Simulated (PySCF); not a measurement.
**Fe: excitation energy**

Fe [Ar] 3d6 4s2 (5D) → Fe [Ar] 3d6 4s1 4p1 (high-spin determinant), as a difference of total energies. All numbers are calculated (PySCF 2.14, the non-relativistic Hamiltonian (point nucleus), in aug-cc-pVDZ (7s6p4d2f, 59 functions)). Correlated levels: valence: [Ar] frozen. The calculations carry no spin-orbit coupling.

```csv
method,excitation energy (eV)
UHF,1.231
LDA,2.621
PBE,2.414
PBE0,2.218
B97-3,2.835
M06-2X,3.025
M06-L,2.990
TPSSh,2.214
MP2 (valence),2.082
SCS-MP2 (valence),2.344
```

Q: How much does correlation contribute at MP2 (valence)?

A: 2.082 − (1.231) = 0.851 eV, measured against UHF.

A first-order spin-orbit estimate (lowest level to lowest level, LS coupling) adds 0.015 eV.

The determinant of the upper state mixes LS terms, which raises its energy above the lowest term, most at the Hartree-Fock and MP2 levels.
